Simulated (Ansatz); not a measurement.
BH₃ + H₂Se → `[BH3-][SeH2+]`  (adduct formation)

Gas-phase electronic energies from Ansatz, PBE0-D4/def2-TZVP geometries. CCSD(T)/CBS adds triple-zeta CCSD(T) − MP2 to the extrapolated MP2 energy (def2 sets, frozen cores). This one scheme is used for every species. Functionals use def2-TZVPP. For Se outer-core shells are correlated without core-valence functions, which leaves a few kJ/mol of doubt a bond. Scalar relativity is left out up to krypton.

```json
{"level": "LDA (SPW92)", "ΔE (kJ/mol)": "-123.1", "difference from CCSD(T)/CBS": "-65.3"}
{"level": "PBE-D4", "ΔE (kJ/mol)": "-87.8", "difference from CCSD(T)/CBS": "-30.0"}
{"level": "CAM-B3LYP-D4", "ΔE (kJ/mol)": "-57.0", "difference from CCSD(T)/CBS": "0.8"}
{"level": "ωB97M-V", "ΔE (kJ/mol)": "-60.7", "difference from CCSD(T)/CBS": "-2.9"}
{"level": "PBE", "ΔE (kJ/mol)": "-82.0", "difference from CCSD(T)/CBS": "-24.2"}
{"level": "r2SCANh", "ΔE (kJ/mol)": "-72.4", "difference from CCSD(T)/CBS": "-14.6"}
{"level": "r2SCAN0", "ΔE (kJ/mol)": "-70.1", "difference from CCSD(T)/CBS": "-12.3"}
{"level": "BHLYP", "ΔE (kJ/mol)": "-40.3", "difference from CCSD(T)/CBS": "17.5"}
{"level": "CAM-B3LYP", "ΔE (kJ/mol)": "-52.0", "difference from CCSD(T)/CBS": "5.8"}
{"level": "RPA@PBE/def2-TZVPP", "ΔE (kJ/mol)": "-52.4", "difference from CCSD(T)/CBS": "5.4"}
{"level": "MP2/def2-SVP", "ΔE (kJ/mol)": "-57.6", "difference from CCSD(T)/CBS": "0.2"}
{"level": "HF/def2-TZVPP", "ΔE (kJ/mol)": "2.0", "difference from CCSD(T)/CBS": "59.8"}
{"level": "MP2/def2-TZVPP", "ΔE (kJ/mol)": "-64.9", "difference from CCSD(T)/CBS": "-7.1"}
{"level": "CCSD/def2-TZVPP", "ΔE (kJ/mol)": "-51.7", "difference from CCSD(T)/CBS": "6.1"}
{"level": "HF/CBS(def2)", "ΔE (kJ/mol)": "2.8", "difference from CCSD(T)/CBS": "60.6"}
{"level": "MP2/CBS(def2)", "ΔE (kJ/mol)": "-62.9", "difference from CCSD(T)/CBS": "-5.1"}
{"level": "CCSD(T)/CBS", "ΔE (kJ/mol)": "-57.8", "difference from CCSD(T)/CBS": "0"}
```

(1) What do rigid-rotor, harmonic-oscillator terms from PBE0-D4/def2-TZVP frequencies (298.15 K, 1 bar) make of the CCSD(T)/CBS value? (Best estimate.)

Largest T1 diagnostic among the species: 0.009.

Results:

(1) Ansatz gave: ΔZPE = +16.0 kJ/mol, ΔH = -47.6 kJ/mol, ΔS = -128 J/(mol·K), ΔG = -9.5 kJ/mol.

From PBE to PBE0 (25 % exact exchange), in def2-TZVPP and without D4, ΔE moves by +7.8 kJ/mol. The D4 term adds −9.6 kJ/mol with B3LYP and −4.9 kJ/mol with PBE0; it sums over pairs of atoms, weighted by their polarisabilities, and B3LYP, whose exchange is more repulsive, gets the larger term. At CCSD(T), def2-SVP lies +3.9 kJ/mol from the extrapolated value and def2-TZVPP −2.0 kJ/mol.

B3LYP here is the variant with VWN-RPA as its local correlation; programs differ in this.
